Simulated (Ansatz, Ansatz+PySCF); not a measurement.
```tsv
atom	x (Å)	y (Å)	z (Å)
C	0.0000	0.7050	0.0000
C	-1.4100	0.7050	0.0000
C	-1.4100	-0.7050	0.0000
C	0.0000	-0.7050	0.0000
C	1.2211	1.4100	0.0000
C	2.4422	0.7050	0.0000
C	2.4422	-0.7050	0.0000
C	1.2211	-1.4100	0.0000
C	3.8522	0.7050	0.0000
C	3.8522	-0.7050	0.0000
H	-2.1772	1.4722	0.0000
H	-2.1772	-1.4722	0.0000
H	1.2211	2.4950	0.0000
H	1.2211	-2.4950	0.0000
H	4.6194	1.4722	0.0000
H	4.6194	-1.4722	0.0000
```

Basis set: def2-SVP (spherical functions). Charge 0, multiplicity 3.

Computed with Ansatz (development build ahead of 0.2.0); each method stands on the lowest determinant of its kind that the runs found. Restricted functionals stand beside restricted open-shell atoms, which can lie above the unrestricted atoms usual in DFT and then raise those values.

The atomization energy at this shape (free ground-state atoms in the same class of orbitals less the molecule, no zero-point energy) of triplet C10H6:

```csv
method,atomization energy
ωB97X (restricted open-shell),7986.3 kJ/mol
PBE0 (unrestricted),8156.0 kJ/mol
UHF,5808.2 kJ/mol
ROHF,5819.0 kJ/mol
```

(1) What does PBE0 (restricted open-shell) give?

## Answers

(1) 8183.0 kJ/mol. Caution: another spin multiplicity may lie lower. Caution for UHF: the unrestricted determinant is spin contaminated. Caution for ROHF: an unrestricted determinant lies well below.

The shape needn't be a minimum at these levels.
